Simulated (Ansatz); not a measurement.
`[CH3][SbH][SeH]` + `[CH3][GeH2][Cl]` → `[CH3][GeH]([Cl])[SeH]` + `[CH3][SbH2]` at 400 K and 1 bar (formal exchange of groups at the Se–Sb bond).

Gas-phase electronic energies from Ansatz, PBE0-D4/def2-TZVP geometries. CBS: MP2 limit from def2 TZ/QZ plus the TZ coupled-cluster correction, frozen cores. def2 core potentials past Kr. For Ge, Sb, Se outer-core shells are correlated without core-valence functions, which leaves a few kJ/mol of doubt a bond. Scalar relativity is left out up to krypton. Each species was taken in one conformer, which may not be the lowest.

```csv
species,CCSD(T)/CBS energy (Eh),H − E (kJ/mol),S (J/(mol·K))
`[CH3][SbH][SeH]`,-2681.79999,163.4,375.5
`[CH3][GeH2][Cl]`,-2576.99593,166.6,339.0
`[CH3][GeH]([Cl])[SeH]`,-4977.73636,176.9,406.2
`[CH3][SbH2]`,-281.05548,151.3,304.9
```

H − E and S are ideal-gas, rigid-rotor, harmonic terms from PBE0-D4/def2-TZVP, for one conformer and one mirror image of each species. 1 Eh = 2625.50 kJ/mol, R = 8.31446 J/(mol·K).

Q: By hand: ΔE, ΔH, ΔS and ΔG.

A: ΔE = (-4977.73636) + (-281.05548) − (-2681.79999) − (-2576.99593) = 0.00408 Eh = 10.7 kJ/mol. Δ(H − E) = 176.9 + 151.3 − 163.4 − 166.6 = -1.8, so ΔH = 8.9 kJ/mol. ΔS = 406.2 + 304.9 − 375.5 − 339.0 = -3.4 J/(mol·K). ΔG = 8.9 − 400 × (-3.4)/1000 = 10.3 kJ/mol.

Q: By hand: the equilibrium constant, and the temperature at which ΔG would vanish if ΔH and ΔS stayed fixed.

A: log₁₀ K = −ΔG/(RT ln 10) = -1.3. ΔH and −TΔS have one sign here, so there is no such temperature. One of them is within its doubt of zero, so this could turn.

The number of gas molecules stays the same, so ΔS is small and ΔH decides. A doubt of 5 kJ/mol in ΔE shifts log₁₀ K by 0.7 here. Other conformers and mirror images would add mixing entropy, several J/(mol·K) or more a flexible species. These are equilibria of isolated gas molecules and say nothing of rates. Largest T1 diagnostic: 0.013 (customary marks: 0.02 for closed shells, 0.045 for open ones).
